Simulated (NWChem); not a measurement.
System: CH4BFO2; SMILES COB(O)F

Input file for NWChem:

```
start job
memory heap 200 mb stack 900 mb global 1100 mb
geometry units angstroms noautoz
  B     -0.036160     0.512958    -0.000268
  F     -0.767559     1.630795     0.001420
  O      1.319445     0.589798    -0.000308
  H      1.632494     1.499206     0.000595
  O     -0.693312    -0.659607    -0.002031
  C     -0.030042    -1.897694    -0.002894
  H     -0.322333    -2.470316     0.891249
  H     -0.332260    -2.473802    -0.891422
  H      1.064291    -1.780340    -0.009092
end
basis spherical
  B library 6-31g*
  F library 6-31g*
  O library 6-31g*
  H library 6-31g*
  C library 6-31g*
end
dft
  xc bhlyp
  iterations 150
end
tddft
  nroots 6
  notriplet
end
task tddft energy
```

Structure relaxed at the PBE0/def2-SVP level.

Vertical excitations in the gas phase.

Question: Give the results of this calculation. (BHandHLYP/6-31G* (spherical d), full TDDFT.) Quantities: lowest excitation, singlet (eV); oscillator strength of that lowest state; lowest state with f > 0.02, singlet (eV); orbital gap (eV).

Answer: 
```
Property                                  Result
----------------------------------------  ------
lowest excitation, singlet (eV)             9.91
oscillator strength of that lowest state   0.009
lowest state with f > 0.02, singlet (eV)   10.74
orbital gap (eV)                           13.20
```
